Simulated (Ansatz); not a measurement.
A nudged elastic band was laid between two geometries of ClH + GeH4O2 (9 atoms, charge 0, multiplicity 1).

Level of theory: Ansatz, RKS B3LYP/def2-SVP.

| Item | Value |
| --- | --- |
| movable images | 5 |
| climbing image | yes |
| spring | 5.0 eV/Å² |
| optimiser | quadratic models (default) |
| start path | through a guess of the saddle point |
| force threshold | 0.05 eV/Å |
| iteration limit | 60 |
| end points | relaxed |

Initial state:

```xyz
9
Properties=species:S:1:pos:R:3
Ge -0.190 -0.175 -0.161
O -0.076 0.206 1.601
H -0.907 0.143 2.093
H 1.213 0.104 -0.687
O -1.292 0.963 -0.967
H -2.222 0.703 -0.948
H -0.718 -1.619 -0.304
Cl 1.824 2.582 2.192
H 1.009 1.560 2.053
```

Final state:

```xyz
9
Properties=species:S:1:pos:R:3
Ge 0.557 0.033 -0.570
O -1.303 1.104 2.077
H -1.388 0.328 2.648
H 1.239 0.200 -1.932
O -1.003 0.841 -0.648
H -1.368 0.950 0.258
H 0.463 -1.418 -0.062
Cl 1.813 1.062 0.939
H -0.371 1.367 2.163
```

(1) What changes between the two ends?

(2) What energy profile does the band end with?

(3) What is the geometry of the highest image?

Answers

(1) Bonds broken: Ge1–O2, Cl8–H9. Bonds formed: Ge1–Cl8, O2–H9. ClH + GeH4O2 becomes ClGeH3O + H2O.

(2) It converged. The highest image is number 2 of 0 to 6, 16.8 kcal/mol above the first end and 30.9 kcal/mol above the last; the last end lies 14.1 kcal/mol below the first. A vibrational analysis at the climbing image gives one clearly imaginary mode, 229i cm⁻¹: a first-order saddle point. Another band between the same ends, with other settings, climbed to 0.495 eV only, so this may not be the lowest route. The orbitals stay closed-shell, which can raise the energy where a bond breaks towards radicals; this wasn't checked here.

```json
{"image": "0", "path coordinate (Å)": "0.00", "energy (kcal/mol)": "0.0", "Ge1–O2 (Å)": "1.81", "Cl8–H9 (Å)": "1.31", "Ge1–Cl8 (Å)": "4.15"}
{"image": "1", "path coordinate (Å)": "1.02", "energy (kcal/mol)": "1.4", "Ge1–O2 (Å)": "1.81", "Cl8–H9 (Å)": "1.32", "Ge1–Cl8 (Å)": "3.55"}
{"image": "2", "path coordinate (Å)": "2.04", "energy (kcal/mol)": "16.8", "Ge1–O2 (Å)": "1.98", "Cl8–H9 (Å)": "1.73", "Ge1–Cl8 (Å)": "2.72"}
{"image": "3", "path coordinate (Å)": "3.42", "energy (kcal/mol)": "3.0", "Ge1–O2 (Å)": "2.95", "Cl8–H9 (Å)": "2.17", "Ge1–Cl8 (Å)": "2.23"}
{"image": "4", "path coordinate (Å)": "4.81", "energy (kcal/mol)": "-6.3", "Ge1–O2 (Å)": "3.39", "Cl8–H9 (Å)": "2.43", "Ge1–Cl8 (Å)": "2.21"}
{"image": "5", "path coordinate (Å)": "6.20", "energy (kcal/mol)": "-10.3", "Ge1–O2 (Å)": "3.15", "Cl8–H9 (Å)": "2.45", "Ge1–Cl8 (Å)": "2.21"}
{"image": "6", "path coordinate (Å)": "7.59", "energy (kcal/mol)": "-14.1", "Ge1–O2 (Å)": "3.41", "Cl8–H9 (Å)": "2.52", "Ge1–Cl8 (Å)": "2.22"}
```

(3) 
```xyz
9
Properties=species:S:1:pos:R:3
Ge 0.032 0.136 -0.039
O 0.072 0.062 1.942
H -0.797 0.020 2.375
H 1.437 -0.027 -0.605
O -1.122 1.287 -0.744
H -1.911 0.810 -1.043
H -0.748 -1.214 -0.108
Cl 1.162 2.341 1.074
H 0.514 1.051 2.020
```

Time of the run: 7.5 min on 2 threads of Arm Neoverse V2, with other jobs on the host, peak memory 0.24 GiB.
